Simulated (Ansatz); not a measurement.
Program: Ansatz. Geometries: PBE0-D4/def2-TZVP. ΔE: electronic, gas phase. CCSD(T)/CBS is the MP2 limit (def2-TZVPP, def2-QZVPP) plus CCSD(T) − MP2 in def2-TZVPP, frozen cores. This one scheme is used for every species. DFT in def2-TZVPP. Each species was taken in one conformer, which may not be the lowest.

Consider the ligand exchange at the Si–C bond: `C[SiH2]N[SiH2]O` + HCl → `O[SiH2]N[SiH2]Cl` + CH₄.

```tsv
level	ΔE (kcal/mol)
PBE	-26.9
MP2/def2-TZVPP	-27.7
```

**Question.** What does CCSD(T)/CBS give? (Best estimate.)

**Answer.** Computed: -27.2 kcal/mol. The listed levels differ from it by 0.3, -0.5 kcal/mol.

Largest T1 diagnostic among the species: 0.011.

In def2-TZVPP, CCSD(T) changes the Hartree–Fock value by +3.0 kcal/mol (the triples alone add +0.1 kcal/mol) and MP2 by +1.7 kcal/mol.
